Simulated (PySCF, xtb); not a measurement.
W(S)(F)2(OH)2 (F2H2O2SW), SMILES [OH][W]([OH])([F])([F])=[S], multiplicity 1. Other conformers were not sampled.

Harmonic wavenumbers (cm⁻¹) from xtb with GFN2-xTB at its own minimum, in rising order: 100, 133, 157, 182, 188, 240, 262, 359, 388, 394, 403, 412, 421, 504, 533, 551, 3530, 3543.

**Question.** What does PySCF with B3LYP-D3(BJ)/def2-SVP give at its own minimum? (Estimate from the structure and the level; the computed values follow.)

**Answer.** 107, 139, 181, 215, 218, 238, 277, 309, 334, 556, 572, 590, 629, 707, 722, 754, 3853, 3856. Paired by order, the mean absolute difference is 120 cm⁻¹ and the zero-point energies are 17.6 and 20.4 kcal/mol.
